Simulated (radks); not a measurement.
Values are calculated unless marked as measured or tabulated.
Valence configurations of Hg III (all share [Xe]). Code: a radial shooting solver on a logarithmic mesh with Libxc functionals. Model: scalar-relativistic Kohn-Sham, r2SCAN, spin-polarised, spherical densities, finite nucleus; open shells are filled with parallel spins first (spin-orbit coupling, left out, can overturn this in heavy ions); meta-GGA in the generalised Kohn-Sham scheme; Fermi nuclear charge, rms radius 5.4648 fm. Order these by energy: 4f14 5d7 6p3; 4f14 5d8 6p2; 4f14 5d8 6s1 6p1; 4f14 5d6 6p4; 4f12 5d10 6s2; 4f14 5d5 6p5; 4f14 5d10; 4f14 5d9.5 6s0.5; 4f14 5d9 6s1; 4f14 5d9 6p1.

Answer. From the lowest, in eV above it: 4f14 5d10 0.000; 4f14 5d9.5 6s0.5 3.023; 4f14 5d9 6s1 5.905; 4f14 5d9 6p1 15.432; 4f14 5d8 6s1 6p1 21.841; 4f14 5d8 6p2 32.092; 4f14 5d7 6p3 50.108; 4f14 5d6 6p4 73.660; 4f14 5d5 6p5 98.298; 4f12 5d10 6s2 214.07. NIST lists [Xe] 4f14 5d10 as the ground configuration; this level of theory agrees among the configurations tried. The energies are those of spherical high-spin densities, not of single terms.
